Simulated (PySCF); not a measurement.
Orbital picture of VI

LDA at R = 2.590 Å; PySCF, scalar-relativistic core potentials, basis sets V def2-TZVPP, I def2-TZVPP with ECP28. State: ⁵Δ (quintet), unpaired electrons σ ↑, π ↑↑, δ ↑. Only the outer orbitals are listed, counted within each symmetry, core potentials removing the inner ones.

```tsv
spin	orbital	occ.	ε (eV)	on V (%)	main shells (%)
α	9σ	1	-16.57	4	96 I s
α	10σ	1	-7.42	28	71 I p, 15 V s, 11 V d
α	5π	1	-6.41	20	80 I p, 18 V d
α	5π	1	-6.41	20	80 I p, 18 V d
α	2δ	1	-5.12	100	100 V d
α	11σ	1	-4.86	100	51 V d, 47 V s
α	6π	1	-4.58	83	81 V d, 16 I p
α	6π	1	-4.58	83	81 V d, 16 I p
α	2δ	0	-4.81	100	100 V d
α	12σ	0	-3.67	85	33 V d, 27 V s, 25 V p
α	7π	0	-1.44	95	92 V p
β	4π	1	-40.08	100	100 V p
β	4π	1	-40.08	100	100 V p
β	8σ	1	-39.31	100	100 V p
β	9σ	1	-16.55	3	97 I s
β	10σ	1	-7.10	17	82 I p, 9 V s
β	5π	1	-6.20	6	94 I p
β	5π	1	-6.20	6	94 I p
β	11σ	0	-3.11	99	79 V s, 12 V d
β	2δ	0	-2.82	100	100 V d
β	2δ	0	-2.27	100	100 V d
```

Q: Which are the highest filled and the lowest empty level, where do they sit, and how wide is the gap?

A: Highest filled α 6π at -4.58 eV (in %: 81 V d, 16 I p); lowest empty α 2δ at -4.81 eV (in %: 100 V d); the gap at LDA is -0.23 eV.

```
bond order (Mayer)                             : 1.19
⟨S²⟩                                           : 6.019
charge on V (Mulliken, basis-dependent)        : 0.29
charge on V (Löwdin, basis-dependent)          : -0.14
dipole moment (positive dipole means V(−)I(+)) : -4.39 D
```

Spin–orbit coupling is left out. Counting both spins, an empty level lies below a filled one in this solution, because spin and occupation are held. The state is the lowest single determinant that the PBE0 search found; with open d or f shells the true ground state can be another one.
